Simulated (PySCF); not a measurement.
GeI4, charge +1, doublet, at a GFN2-xTB geometry (a state made from the parent by changing its charge; the spin is typed, not shown lowest) (core potentials on I); DF-PBE/def2-SVP (PySCF).

Input for PySCF:
```python
from pyscf import gto, scf, dft

mol = gto.M(
    atom='''
I    -0.94723538    2.28003592   -0.77528747
Ge    0.00000000   -0.00000000    0.00000000
I    -1.76682607   -1.84844508   -0.39807758
I     0.57370712    0.11642246    2.52075292
I     2.14035434   -0.54801330   -1.34738787
''',
    basis='def2-svp',
    ecp={'I': 'def2-svp'},
    charge=1,
    spin=1,
    verbose=4,
)

mf = dft.UKS(mol)
mf.xc = 'pbe'
mf = mf.density_fit(auxbasis='def2-universal-jkfit')
mf.kernel()
```

It wrote (shortened):

```
PySCF version 2.14.0

[INPUT] verbose = 4
[INPUT] num. atoms = 5
[INPUT] num. electrons = 131
[INPUT] charge = 1
[INPUT] spin (= nelec alpha-beta = 2S) = 1
[INPUT] symmetry False subgroup None
[INPUT] Mole.unit = angstrom
[INPUT] Symbol           X                Y                Z      unit          X                Y                Z       unit  Magmom
[...]
nuclear repulsion = 1123.93872964808
number of shells = 52
number of NR pGTOs = 318
number of NR cGTOs = 136
basis = def2-svp
ecp = {'I': 'def2-svp'}

******** <class 'pyscf.df.df_jk.DFUKS'> ********
method = DFUKS
initial guess = minao
damping factor = 0
level_shift factor = 0
DIIS = <class 'pyscf.scf.diis.CDIIS'>
diis_start_cycle = 1
diis_space = 8
diis_damp = 0
SCF conv_tol = 1e-09
SCF conv_tol_grad = None
SCF max_cycles = 50
direct_scf = False
number electrons alpha = 66  beta = 65
XC library pyscf.dft.libxc version 7.1.2
    S. Lehtola, C. Steigemann, M. J. T. Oliveira, and M. A. L. Marques,  SoftwareX 7, 1–5 (2018)
XC functionals = pbe
    J. P. Perdew, K. Burke, and M. Ernzerhof,  Phys. Rev. Lett. 77, 3865 (1996)
    J. P. Perdew, K. Burke, and M. Ernzerhof,  Phys. Rev. Lett. 78, 1396 (1997)
    J. P. Perdew, K. Burke, and M. Ernzerhof,  Phys. Rev. Lett. 77, 3865 (1996)
    J. P. Perdew, K. Burke, and M. Ernzerhof,  Phys. Rev. Lett. 78, 1396 (1997)
radial grids:
    Treutler-Ahlrichs [JCP 102, 346 (1995); DOI:10.1063/1.469408] (M4) radial grids

becke partition: Becke, JCP 88, 2547 (1988); DOI:10.1063/1.454033
pruning grids: <function nwchem_prune>
grids dens level: 3
symmetrized grids: False
atomic radii adjust function: <function treutler_atomic_radii_adjust>
small_rho_cutoff = 0
Set gradient conv threshold to 3.16228e-05
tot grids = 108472
init E= -3141.32025766375

cycle= 1 E= -3261.41907877815  delta_E= -120  |g|= 4.37  |ddm|= 12.6
cycle= 2 E= -3258.95453111407  delta_E= 2.46  |g|=  4.2  |ddm|= 12.4
cycle= 3 E= -3264.6638064854  delta_E= -5.71  |g|= 1.89  |ddm|=  7.8
cycle= 4 E= -3266.59259374152  delta_E= -1.93  |g|= 0.852  |ddm|= 3.45

cycle= 5 E= -3266.52876044832  delta_E= 0.0638  |g|= 0.67  |ddm|= 2.01
cycle= 6 E= -3266.92107232004  delta_E= -0.392  |g|= 0.301  |ddm|= 1.92
cycle= 7 E= -3266.83136870178  delta_E= 0.0897  |g|= 0.402  |ddm|= 1.47
cycle= 8 E= -3266.98147705229  delta_E= -0.15  |g|= 0.179  |ddm|= 1.33
cycle= 9 E= -3266.99456798306  delta_E= -0.0131  |g|= 0.144  |ddm|= 1.21
cycle= 10 E= -3266.99434360427  delta_E= 0.000224  |g|= 0.145  |ddm|= 1.17

[...]

cycle= 20 E= -3267.01351141906  delta_E= 0.00085  |g|= 0.077  |ddm|= 1.05

cycle= 21 E= -3267.012869408  delta_E= 0.000642  |g|= 0.0791  |ddm|=  1.2

cycle= 22 E= -3267.01380105315  delta_E= -0.000932  |g|= 0.0767  |ddm|=  1.2

cycle= 23 E= -3267.01354261293  delta_E= 0.000258  |g|= 0.0756  |ddm|= 0.731

cycle= 24 E= -3267.01779126075  delta_E= -0.00425  |g|= 0.0591  |ddm|= 0.548

cycle= 25 E= -3267.02282360536  delta_E= -0.00503  |g|= 0.0212  |ddm|= 0.612

cycle= 26 E= -3267.01569955225  delta_E= 0.00712  |g|= 0.0697  |ddm|= 1.19

cycle= 27 E= -3267.01857223213  delta_E= -0.00287  |g|= 0.0558  |ddm|= 0.923

cycle= 28 E= -3267.02050475915  delta_E= -0.00193  |g|= 0.045  |ddm|= 1.17

cycle= 29 E= -3267.01531788256  delta_E= 0.00519  |g|= 0.0719  |ddm|= 0.817

cycle= 30 E= -3267.01438630557  delta_E= 0.000932  |g|= 0.0742  |ddm|= 1.07

cycle= 31 E= -3267.01547412722  delta_E= -0.00109  |g|= 0.0697  |ddm|= 0.983

cycle= 32 E= -3267.01855548993  delta_E= -0.00308  |g|= 0.0561  |ddm|= 0.952

cycle= 33 E= -3267.01216036681  delta_E= 0.0064  |g|= 0.081  |ddm|= 0.727

cycle= 34 E= -3267.02044306083  delta_E= -0.00828  |g|= 0.0457  |ddm|= 1.13

cycle= 35 E= -3267.01577092299  delta_E= 0.00467  |g|= 0.0698  |ddm|= 0.867

cycle= 36 E= -3267.01584754421  delta_E= -7.66e-05  |g|= 0.0702  |ddm|=  1.2

cycle= 37 E= -3267.01597384381  delta_E= -0.000126  |g|= 0.0696  |ddm|= 1.12

cycle= 38 E= -3267.01472741365  delta_E= 0.00125  |g|= 0.0731  |ddm|= 1.16

cycle= 39 E= -3267.02170273996  delta_E= -0.00698  |g|= 0.0344  |ddm|= 0.752

cycle= 40 E= -3267.01558462732  delta_E= 0.00612  |g|= 0.0711  |ddm|= 0.964

cycle= 41 E= -3267.01559069221  delta_E= -6.06e-06  |g|= 0.0691  |ddm|= 1.06

cycle= 42 E= -3267.01244441223  delta_E= 0.00315  |g|= 0.0804  |ddm|= 0.89

cycle= 43 E= -3267.01962704863  delta_E= -0.00718  |g|= 0.05  |ddm|= 1.19

cycle= 44 E= -3267.01359782633  delta_E= 0.00603  |g|= 0.0783  |ddm|= 0.881

cycle= 45 E= -3267.01278415321  delta_E= 0.000814  |g|= 0.0781  |ddm|=  1.2

cycle= 46 E= -3267.01576836662  delta_E= -0.00298  |g|= 0.0699  |ddm|=  1.2

cycle= 47 E= -3267.01492351116  delta_E= 0.000845  |g|= 0.0713  |ddm|=  1.2

cycle= 48 E= -3267.02168426578  delta_E= -0.00676  |g|= 0.0347  |ddm|= 1.04

cycle= 49 E= -3267.01646333428  delta_E= 0.00522  |g|= 0.0658  |ddm|= 1.12

cycle= 50 E= -3267.01302470055  delta_E= 0.00344  |g|= 0.0791  |ddm|= 1.13
SCF not converged.
SCF energy = -3267.01302470055 after 50 cycles  <S^2> = 0.75063174  2S+1 = 2.0006316
```

The run did not converge; its last values are not results.
